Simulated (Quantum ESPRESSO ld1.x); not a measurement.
Results of a calculation; reference values are marked as such.
Question: Species: Hf3+. Configuration: [Xe] 4f14 5d1. Code: ld1.x of Quantum ESPRESSO 7.5. Model: Dirac Kohn-Sham, BLYP, spin-unpolarised, spherical densities, point nucleus; open shells fill j = l - 1/2 first. Some entries of the table are withheld. Estimate them.

orbital,occ.,eigenvalue (eV),r(max) (bohr),<1/r> (bohr^-1)
1s1/2,2,-65235.345,0.012,83.85
2s1/2,2,-11171.759,0.068,20.32
2p1/2,2,-10670.712,0.051,20.28
2p3/2,4,-9478.363,0.058,17.23
3s1/2,2,-2565.994,0.193,7.453
3p1/2,2,-2344.010,0.181,7.368
3p3/2,4,-2088.500,0.195,6.580
3d3/2,4,-1712.976,0.153,6.472
3d5/2,6,-1657.250,0.156,6.284
4s1/2,2,-538.321,0.437,3.125
4p1/2,2,-447.418,(1),3.014
4p3/2,4,-388.914,(2),2.739
4d3/2,4,-239.597,0.466,(3)
4d5/2,6,-228.887,0.477,(4)
5s1/2,2,-93.828,1.01,(5)
5p1/2,2,(6),1.10,1.056
5p3/2,4,(7),1.19,0.9626
4f5/2,6,-44.743,0.451,1.937
4f7/2,8,-42.994,0.458,1.906
5d3/2,1,-27.464,1.56,0.6634
5d5/2,0,-26.782,1.61,0.6456

Answer: 
(1) 4p1/2 r(max) (bohr): 0.437
(2) 4p3/2 r(max) (bohr): 0.466
(3) 4d3/2 <1/r> (bohr^-1): 2.520
(4) 4d5/2 <1/r> (bohr^-1): 2.453
(5) 5s1/2 <1/r> (bohr^-1): 1.186
(6) 5p1/2 eigenvalue (eV): -67.933
(7) 5p3/2 eigenvalue (eV): -59.972
